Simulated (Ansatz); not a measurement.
A run for Ansatz (a first-principles code): R-CCSD(T)/def2-QZVPP on H2O (SMILES O). The basis file is the Basis Set Exchange's JSON of that set.

Ansatz 0.2 input:
```yaml
crystal:
  periodic: [false, false, false]
  atoms:
    - {symbol: O, position_ang: [-0.00000000, 0.00000000, 0.38961139]}
    - {symbol: H, position_ang: [0.00000000, 0.76498632, -0.19485569]}
    - {symbol: H, position_ang: [0.00000000, -0.76498632, -0.19485569]}
basis:
  gaussian:
    orbitals: def2-QZVPP.json
magnetization: {spin_polarized: false}
correlation: {method: ccsd_t, electrons: outside_noble_gas}
scf: {lower_state_search: off}
```

Output:

```
WARN ansatz: RAYON_NUM_THREADS=4 ignored (pool sized by the plan → 4); use --threads N
Functional definition: HF
these checks for a lower state are left out or cut short: stability, starts, cluster_reference, orbital_swaps, neighbouring_geometries, increment
integrals: 0.17 GiB planned
716 factors; integrals over basis functions are off by at most 1.8e-3 eV
mean field: 0.16 GiB planned
mean field evaluation 1: about -2068.0230 eV, gradient 3.3e1 eV
mean field evaluation 2: about -2068.0230 eV, gradient 3.3e1 eV
mean field evaluation 4: about -2069.8634 eV, gradient 1.4e0 eV
mean field evaluation 8: about -2069.8710 eV, gradient 3.7e-5 eV
mean field -2069.87103287 eV, -76.0663574489 hartree, gradient 2.2e-6 eV, S^2 0.000000; 0 other end points of the search recorded, 0 dependent functions left out
1 core orbitals not correlated
reference -2069.87103287 eV, -76.0663574489 hartree; 4, 4 occupied and 112, 112 virtual orbitals, 716 factors
second order -7.69842936 eV of doubles, -0.00000000 eV of singles
coupled cluster: 0.39 GiB planned
cycle   1  -7.61119156 eV  change    8.7e-2 eV  update   4.4e-2
cycle   2  -7.75201556 eV  change   -1.4e-1 eV  update   1.2e-2
cycle   3  -7.78067681 eV  change   -2.9e-2 eV  update   4.9e-3
cycle   4  -7.77781242 eV  change    2.9e-3 eV  update   8.8e-4
cycle   5  -7.77801527 eV  change   -2.0e-4 eV  update   3.1e-4
cycle   6  -7.77810778 eV  change   -9.3e-5 eV  update   6.8e-5
cycle   7  -7.77807867 eV  change    2.9e-5 eV  update   2.3e-5
cycle   8  -7.77808260 eV  change   -3.9e-6 eV  update   7.9e-6
perturbative correction -0.24832838 eV, -0.0091258997 hartree
Total energy: -2077.89744385 eV, -76.3613226120 hartree
Checks for a lower state left out: stability, starts, cluster_reference, orbital_swaps, neighbouring_geometries, increment
```

The run converged.

Cost: roughly 5 core-seconds.
